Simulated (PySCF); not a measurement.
## Deuteron quadrupole couplings in `C=C[Si@@H]1C[SiH2][C@H]1C`

Species: C5H12Si2.
Numbering: `[CH2:1]=[CH:2][Si@@H:3]1[CH2:4][SiH2:5][C@H:6]1[CH3:7]` (hydrogens: H8, H9 on C1; H10 on C2; H11 on Si3; H12, H13 on C4; H14, H15 on Si5; H16 on C6; H17, H18, H19 on C7)

Cartesian coordinates in Å at the GFN2-xTB level; atoms count from 1:
```xyz
19
C5H12Si2 angstrom
C      2.7398   -0.4432   -0.6678
C      2.2822   -0.1755    0.5451
Si     0.4490   -0.0781    0.9679
C     -0.5201   -1.6904    0.5683
Si    -1.5320   -0.8343   -0.8167
C     -0.6189    0.8035   -0.3774
C     -1.4988    1.9471    0.1124
H      2.0705   -0.6128   -1.4966
H      3.7934   -0.5063   -0.8976
H      2.9960   -0.0132    1.3426
H      0.2794    0.4416    2.3321
H     -1.1231   -2.0647    1.3910
H      0.0986   -2.5197    0.2360
H     -1.2644   -1.3305   -2.1702
H     -2.9783   -0.8086   -0.5861
H     -0.0128    1.1809   -1.2042
H     -2.1502    2.3066   -0.6839
H     -0.8929    2.7844    0.4579
H     -2.1270    1.6226    0.9397
```

Level: PBE0/pcSseg-1 (PySCF, non-relativistic); Q(2H) = 0.00286 b; rigid geometry, the same for H and D, with no vibrational averaging.

Question: Rank these positions by the coupling χzz of a deuteron there, largest first.
A. H19 (methyl hydrogen)
B. H10 (vinylic hydrogen)
C. H15 (Si–H hydrogen)

Answer: B (221 kHz), A (211 kHz), C (109 kHz).

Give the electric field gradient Vzz (the principal value of largest size), its asymmetry and the 2H coupling at each hydrogen.

```
atom  bonded to  bond length (Å)  Vzz (au)     η  χzz (kHz)
  H8         C1            1.079    0.3319  0.05        223
  H9         C1            1.080    0.3302  0.04        222
 H10         C2            1.083    0.3288  0.03        221
 H11        Si3            1.470    0.1584  0.02        106
 H12         C4            1.087    0.3330  0.03        224
 H13         C4            1.087    0.3317  0.03        223
 H14        Si5            1.466    0.1621  0.01        109
 H15        Si5            1.465    0.1627  0.01        109
 H16         C6            1.092    0.3173  0.05        213
 H17         C7            1.090    0.3120  0.02        210
 H18         C7            1.090    0.3120  0.02        210
 H19         C7            1.088    0.3133  0.03        211
```

Average by the element that carries the hydrogen.

on C: 217 kHz over 9 positions, mean bond length 1.086 Å; on Si: 108 kHz over 3 positions, mean bond length 1.467 Å.

How does χzz go with the bond length over the 9 C–H bonds?

A straight-line fit has a slope of -9.9 kHz for each 0.01 Å, with a correlation coefficient of -0.73, over lengths from 1.079 to 1.092 Å.

A static deuteron (I = 1) shows a doublet split by (3/2)χ, (3/4)χ(1 + η) and (3/4)χ(1 − η) with the field along z, y and x of the gradient. What are these for H12?

With |χ| = 223.8 kHz and η = 0.026: 336, 172 and 163 kHz, to first order and without motion.

One conformer (not necessarily the lowest) at the GFN2-xTB geometry, without solvent, vibrations or thermal averaging. GFN2-xTB bond lengths can be off by several hundredths of an ångström, more for odd bonds, and the gradients follow them. The small basis limits the accuracy of the gradients.

These values come from a run that also computed NMR shieldings. The run took 43 s of wall time on Intel Xeon at 2.70 GHz, one thread, shared host with 64 logical CPUs at a one-minute load of 61, and the process peaked at 0.86 GiB of memory.
